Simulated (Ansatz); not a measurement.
Species: trifluorosilane, sum formula SiHF3, net charge 0, singlet state. 
Coordinates optimised at B3LYP-D3(BJ)/def2-TZVP (Ansatz, a quantum-chemistry and plane-wave program):
SMILES: F[SiH](F)F
```xyz
5

Si    -0.0378    -0.0056     0.3210
F     -0.6853     1.2966    -0.2933
F      1.4942    -0.0233    -0.0598
F     -0.7271    -1.2613    -0.3426
H     -0.2079    -0.0307     1.7674
```
Charge 0, spin multiplicity 1.

Computed values are from Ansatz. Valence correlation only, unless marked. UHF or UKS for open shells. Spin-orbit coupling is left out. Non-relativistic. CBS marks a two-point X^-3 extrapolation of the correlation energy; Hartree-Fock from the larger set (for Q and 5 zeta extrapolated as (X+1)exp(-9√X)).

atomisation energy De: 514.5 kcal/mol at CCSD(T)/CBS(cc-pV(Q+d)Z,cc-pV(5+d)Z)
vertical ionisation energy (to the doublet): 14.68 eV at CCSD(T)/CBS(aug-cc-pV(T+d)Z,aug-cc-pV(Q+d)Z)
vertical triplet-singlet gap: 10.03 eV at CCSD(T)/CBS(aug-cc-pV(T+d)Z,aug-cc-pV(Q+d)Z)
total energy: -589.2685 Eh at CCSD(T)/CBS(cc-pV(Q+d)Z,cc-pV(5+d)Z)
dipole moment: 1.39 D at CCSD(T)/aug-cc-pV(D+d)Z
T1 diagnostic: 0.011 at CCSD/cc-pV(5+d)Z
